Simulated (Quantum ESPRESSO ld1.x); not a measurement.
Question: All-electron atom: Tc6+ in [Kr] 4d1 (the NIST ground configuration). Method: scalar-relativistic Kohn-Sham, LDA (Slater exchange, Perdew-Zunger correlation), spin-polarised, spherical densities, point nucleus; open shells are filled with parallel spins first; computed with ld1.x of Quantum ESPRESSO 7.5. Some entries of the table are withheld. Estimate them.

orbital,occ.,eigenvalue (eV),r(max) (bohr),<r^2> (bohr^2)
1s up,1,-20926.3,0.022,0.001590
1s down,1,-20926.3,0.022,0.001590
2s up,1,-3060.83,0.127,0.02643
2s down,1,-3060.63,0.127,0.02643
2p up,3,-2750.41,0.101,0.02079
2p down,3,-2750.26,0.101,0.02078
3s up,1,-602.722,0.373,0.1980
3s down,1,-602.584,0.373,0.1980
3p up,3,-500.846,0.364,0.2017
3p down,3,-500.695,0.364,0.2016
3d up,5,-335.636,0.311,0.1902
3d down,5,-335.433,0.311,0.1901
4s up,1,-154.019,0.937,1.180
4s down,1,-153.130,0.937,1.178
4p up,3,-124.636,0.999,1.388
4p down,3,-123.710,0.999,1.387
4d up,1,-80.8934,1.15,1.998
4d down,0,-79.9442,1.15,2.002
5s up,0,-61.0928,(1),5.216
5s down,0,-60.4687,(2),5.267
5p up,0,-51.7300,2.28,6.330
5p down,0,-51.2080,2.30,6.408

Answer: 
(1) 5s up r(max) (bohr): 2.07
(2) 5s down r(max) (bohr): 2.09
